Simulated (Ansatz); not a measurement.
Program: Ansatz. Geometries: PBE0-D4/def2-TZVP. ΔE: electronic, gas phase. CBS: MP2 limit from def2 TZ/QZ plus the TZ coupled-cluster correction, frozen cores. This one scheme is used for every species. Functionals use def2-TZVPP. Each species was taken in one conformer, which may not be the lowest.

Consider the substitution at a C–C bond: `N#CCCO` + `N[SiH3]` → `OCCN[SiH3]` + `C#N`.

Is it downhill or uphill in electronic energy at CCSD(T)/CBS, and by how much? (Best estimate.)

The calculation gave: Uphill: ΔE = +57.5 kJ/mol.

What do these levels give: BLYP-D4, r2SCAN-D4, PBE0-D4, r2SCANh-D4, CAM-B3LYP-D4, BLYP, PBE0, RPA@PBE/def2-TZVPP, HF/def2-SVP, CCSD/def2-SVP, CCSD/def2-TZVPP, HF/def2-QZVPP? (Best estimate.)

Computed: BLYP-D4 56.6, r2SCAN-D4 64.3, PBE0-D4 63.6, r2SCANh-D4 64.6, CAM-B3LYP-D4 59.3, BLYP 65.1, PBE0 67.3, RPA@PBE/def2-TZVPP 51.5, HF/def2-SVP 58.1, CCSD/def2-SVP 45.9, CCSD/def2-TZVPP 58.0, HF/def2-QZVPP 67.7 kJ/mol.

Largest T1 diagnostic among the species: 0.014.

At CCSD(T), def2-SVP lies −12.7 kJ/mol from the extrapolated value and def2-TZVPP −0.7 kJ/mol. Leaving LDA and LC-ωPBE aside and taking each functional with its dispersion term where it has one, the values, not all of them listed here, spread over 8.4 kJ/mol, from BLYP-D4 to r2SCAN0-D4. LDA lies −5.1 kJ/mol from PBE without D4. The D4 term adds −6.4 kJ/mol with B3LYP and −3.6 kJ/mol with PBE0; it sums over pairs of atoms, weighted by their polarisabilities, and B3LYP, whose exchange is more repulsive, gets the larger term.

B3LYP here is the variant with VWN-RPA as its local correlation; programs differ in this.
